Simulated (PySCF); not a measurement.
[CrO3S]2- (charge -2 and singlet state).
Cartesian coordinates in Å at the PBE0-D3(BJ)/def2-SVP level; atoms count from 1:
```xyz
5
CrO3S angstrom
Cr     0.049    0.089    0.041
O      0.051    0.055    1.641
O      1.560    0.116   -0.484
O     -0.706    1.409   -0.458
S     -0.954   -1.669   -0.739
```

Computed at PBE0/pcSseg-1 (pcSseg-2 on Cr) (PySCF, non-relativistic), with Q(53Cr) = −0.15 b, Q(17O) = −0.0256 b, Q(33S) = −0.0678 b: Cr1, 53Cr (I = 3/2): χzz = -7.841 MHz, η = 0.033; O2, 17O (I = 5/2): χzz = 2.616 MHz, η = 0.552; S5, 33S (I = 3/2): χzz = -17.99 MHz, η = 0.007.

Task: Where would the pure quadrupole (NQR) lines of 53Cr at Cr1 fall for the rigid, isolated species?

Result: From ν = (|χ|/2)√(1 + η²/3): ν = 3.921 MHz (chromium bonded to 3 O and S).

Task: Find the zero-field quadrupole resonance frequencies of 17O at O2.

Result: From the eigenvalues of H = χ/[4I(2I − 1)] × [3Iz² − I(I + 1) + η(Ix² − Iy²)], steps between neighbouring levels, labelled as for η = 0: ±1/2↔±3/2 0.506 MHz, ±3/2↔±5/2 0.745 MHz (oxygen bonded to Cr).

Task: Where would the pure quadrupole (NQR) lines of 33S at S5 fall for the rigid, isolated species?

Result: From ν = (|χ|/2)√(1 + η²/3): ν = 8.993 MHz (sulfur bonded to Cr).

In a crystal, neighbours and librations shift these lines. Whether so highly charged an anion holds all its electrons in the gas phase wasn't checked; a finite basis holds them in any case. The ion is multiply charged and computed without counter-ions or solvent. The pcSseg-1 basis has no diffuse functions, a weakness for an anion. The HOMO energy is positive at this level (+4.02 eV), so the outermost electrons may be held by the finite basis alone. A larger basis could move these couplings by a tenth or more. Field gradients at transition-metal nuclei can change strongly with the functional.
The closed-shell solution of the metal species wasn't tested for stability.
